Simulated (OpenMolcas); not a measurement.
**Pr3+: moving or changing the point charges**

Pr3+ among 6 point charges of -1 e arranged as a tetragonal octahedron (D4h), 2.69 Å from the ion, with the axial distance 2.367 Å.
```
   2.6900    0.0000    0.0000  -1.00
   0.0000    2.6900    0.0000  -1.00
  -2.6900    0.0000    0.0000  -1.00
   0.0000   -2.6900    0.0000  -1.00
   0.0000    0.0000    2.3672  -1.00
   0.0000    0.0000   -2.3672  -1.00
```

| Item | Value |
| --- | --- |
| Program | OpenMolcas 26.06 |
| Method | SS-CASPT2, IPEA 0.25 Eh, imaginary shift 0.1 Eh (closed shells correlated: 5s 5p) |
| Basis | ANO-RCC-VTZP [8s7p5d3f2g1h] |
| Scalar Hamiltonian | DKH2, point nucleus |
| Active space | 2 electrons in 7 orbitals (4f) |
| State averaging | 2S+1 = 3 even, 21 roots; 2S+1 = 1 even, 27 roots kept (CI in the orbitals of an earlier block) |
| Spin-orbit coupling | state interaction with AMFI integrals over the reference wave functions |

Runs around this geometry, states (labels of D4, the rotations of D4h). Energies in cm-1 above the lowest state or level, χT in cm3 K/mol.

```tsv
R (Å)	q (e)	Ground state	First state of that spin	First gap with spin-orbit (degeneracies)	Width of lowest J	χT at 300 K
2.69	-0.5	3E	3A2 300	8 (1, 1)	397	1.603
2.69	-1	3E	3A2 520	8 (1, 1)	706	1.524
2.83	-1	3E	3A2 460	7 (1, 1)	609	1.550
3.17	-1	3E	3A2 350	6 (1, 1)	428	1.597
```

Taking the width of the lowest J multiplet as R^-n, n = -ln(428 / 706) / ln(3.17 / 2.69) = 3.0 between the shortest and longest distance.

Scaling the charges by -0.5 / -1 = 0.50 scales the width of the lowest J multiplet by 397 / 706 = 0.56; with fixed orbitals a first-order splitting would follow the charge.

This is an electrostatic model: the charges have no orbitals. No measured value stands beside these numbers.
